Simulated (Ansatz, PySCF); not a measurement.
Reaction (SMILES): O[Si](O)(O[SiH3])O[SiH3] + 6 [H][H] (H2) -> 4 O (H2O) + 3 [SiH4] (SiH4)
Each molecule is optimised on its own at B3LYP-D3(BJ)/def2-TZVP (Ansatz, a program for electronic structure), one conformer each, not searched for the lowest. Frequencies are from Ansatz or PySCF.

Wanted: energy of full hydrogenation (0 K, with B3LYP-D3(BJ) harmonic zero-point energies), in kJ/mol. Valence correlation only, unless marked. Spin-orbit coupling is left out. No relativistic terms. CBS marks a two-point X^-3 extrapolation of the correlation energy; Hartree-Fock from the larger set.

| level | program | energy of full hydrogenation (kJ/mol) | minus last row |
|---|---|---|---|
| HF/cc-pV(D+d)Z | Ansatz | 470.9 | -141.0 |
| PBE/def2-TZVPD | Ansatz | 511.3 | -100.6 |
| r2SCAN/def2-TZVPD | Ansatz | 607.7 | -4.2 |
| PBE0-D3(BJ)/def2-TZVP | Ansatz + dftd3 | 575.1 | -36.8 |
| PBE0-D3(BJ)/def2-TZVPD | Ansatz + dftd3 | 545.7 | -66.2 |
| PBE0/def2-QZVPP | Ansatz | 530.6 | -81.3 |
| BHLYP-D3(BJ)/def2-TZVPD | Ansatz + dftd3 | 608.2 | -3.7 |
| r2SCANh/def2-TZVPD | Ansatz | 604.5 | -7.4 |
| CAM-B3LYP-D4/def2-TZVPD | Ansatz + dftd4 | 597.9 | -14.0 |
| LC-wPBE-D4/def2-TZVPD | Ansatz + dftd4 | 576.4 | -35.5 |
| RI-MP2/cc-pV(Q+d)Z | Ansatz | 640.4 | 28.5 |
| SCS-MP2/cc-pV(T+d)Z | Ansatz | 629.7 | 17.8 |
| CCSD/cc-pV(T+d)Z | Ansatz | 595.4 | -16.5 |
| CCSD(T)/cc-pVTZ | Ansatz | 577.1 | -34.8 |
| CCSD(T)/CBS(cc-pV(T+d)Z,cc-pV(Q+d)Z) | Ansatz | 611.9 | 0.0 |
